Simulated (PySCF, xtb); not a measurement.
(1Z,3Z)-1,4-difluorobuta-1,3-diene (C₄H₄F₂), SMILES F/C=C\C=C/F.

GFN2-xTB (xtb 6.7.1) at its own geometry gives an orbital gap of 3.56 eV and a dipole moment of 0.00 D.

Geometry optimised at PBE0-D3(BJ)/def2-SVP. Other conformers were not sampled.

Problem. What does PBE/def2-TZVP (PySCF) give? (An estimate is asked for; the answer gives what the named calculation found.)

Solution. gap 3.81 eV (levels -5.56 and -1.75 eV), dipole 0.00 D.
